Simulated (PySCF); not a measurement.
## Relaxation of doublet RuOF

Computed with UPBE0 in PySCF with Ru def2-TZVP with ECP28, O def2-TZVP, F def2-TZVP; scalar-relativistic core potentials, no spin–orbit coupling; density-fitted integrals. A (50,194) grid was used.

A start displaced from a saddle point along its imaginary mode, of Cs symmetry, held to at least that symmetry:

Coordinates in bohr (charge 0 multiplicity 2):
```
Ru    0.0001    0.1398   -0.1215
O    -0.0002   -0.4724   -3.1736
F    -0.0002   -0.3524    3.3235
```

Optimiser trace:
```json
{"step": "0", "E − E(last) (kJ/mol)": "3.93", "largest gradient (Eh/bohr)": "0.03633"}
{"step": "1", "E − E(last) (kJ/mol)": "0.61", "largest gradient (Eh/bohr)": "0.01434"}
{"step": "2", "E − E(last) (kJ/mol)": "0.11", "largest gradient (Eh/bohr)": "0.00170"}
{"step": "3", "E − E(last) (kJ/mol)": "0.07", "largest gradient (Eh/bohr)": "0.00080"}
{"step": "4", "E − E(last) (kJ/mol)": "0.00", "largest gradient (Eh/bohr)": "0.00017"}
{"step": "5", "E − E(last) (kJ/mol)": "0.00", "largest gradient (Eh/bohr)": "0.00002"}
```

It ends at Cs with Ru–F 1.826 Å, Ru–O 1.611 Å; F–Ru–O 157.1°. A frequency run shows a minimum. Other isomers or separated fragments may lie lower.

Final geometry:
Z-matrix (Å, degrees; charge 0 multiplicity 2):
```
Ru
O  1 1.6114
F  1 1.8260 2 157.14
```

With open d or f shells other occupations or spin states may lie lower.

The relaxation took about 60 core-seconds on a shared host.
